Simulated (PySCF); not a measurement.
Computed spin Hamiltonian

Compound: C6H6NO (doublet state).
Structure used (GFN2-xTB), in Å, numbered top down from 1:
```xyz
14
C6H6NO angstrom
C     -2.250   -0.673   -0.066
C     -1.621    0.687   -0.001
C     -0.325    0.893    0.028
C      0.866    1.730    0.081
C      1.042    0.413    0.032
N      1.872   -0.660    0.004
C      3.207   -0.568    0.030
O      4.053   -1.417    0.011
H     -2.894   -0.839    0.798
H     -2.867   -0.767   -0.960
H     -1.492   -1.453   -0.086
H     -2.297    1.530    0.022
H      1.289    2.702    0.125
H      1.417   -1.580   -0.040
```

The hyperfine couplings belong to this conformer and change with its torsions.

The species is `C/C=C1C=C/1N[C]=O` [radical].

Theory: PySCF 2.14.0, UKS B3LYP, pcH-1 on C H N O, non-relativistic, mean-field spin-orbit, GIAO. The structure is a single GFN2-xTB conformer in the gas phase; no vibrational or solvent corrections. A GFN2-xTB geometry isn't a minimum of the functional, and hyperfine couplings can be far from their values at a DFT geometry. The SCF solution wasn't tested for stability.

```json
{
 "g1, g2, g3": "1.99844, 2.00195, 2.00430",
 "g_iso": "2.00156",
 "Form of g": "rhombic: the two nearest values differ by 40 % of g3 − g1",
 "⟨S²⟩": "0.7531 (exact 0.7500)",
 "α and β electrons": "29, 28",
 "Basis functions": "260"
}
```

Isotropic coupling and dipolar principal values T1 to T3, in MHz:

```tsv
atom	isotope	a_iso	T1	T2	T3	Mulliken spin population
C1	13C	0.0	-0.2	0.0	0.2	0.00
C2	13C	-0.1	-0.2	-0.1	0.3	0.00
C3	13C	-0.5	-0.4	0.0	0.4	0.00
C4	13C	-1.9	-2.2	0.5	1.7	-0.01
C5	13C	5.1	-1.5	-0.3	1.9	0.00
N6	14N	77.0	-4.6	-3.7	8.4	0.00
C7	13C	479.9	-49.4	-44.9	94.3	0.67
O8	17O	-46.3	-113.5	54.7	58.7	0.28
H9	1H	-0.1	-0.3	-0.3	0.7	0.00
H10	1H	-0.1	-0.3	-0.3	0.7	0.00
H11	1H	0.2	-0.8	-0.7	1.6	0.00
H12	1H	0.1	-0.4	-0.4	0.7	0.00
H13	1H	2.0	-1.6	-1.6	3.2	0.00
H14	1H	88.6	-7.1	-2.3	9.4	0.07
```

Largest spin populations (Mulliken): C7 (+0.67), O8 (+0.28) and H14 (+0.07).

Under fast tumbling the dipolar parts average out, and these isotropic splittings remain: 1 × 1H (H14, I = 1/2, 2 lines) with 3.16 mT, 1 × 14N (N6, I = 1, 3 lines) with 2.75 mT and 1 × 1H (H13, I = 1/2, 2 lines) with 0.07 mT.

The 13C coupling of C7 (479.9 MHz) shows only in satellite lines or after enrichment, since that isotope makes up about 1.07 % of natural carbon.

The 17O coupling of O8 (-46.3 MHz) shows only in satellite lines or after enrichment, since that isotope makes up about 0.038 % of natural oxygen.

The spin density at the nucleus, in bohr⁻³, is negative for C4 (-0.0016), for instance. A restricted open-shell determinant has no negative spin density anywhere; here it arises because α and β orbitals differ (spin polarisation).
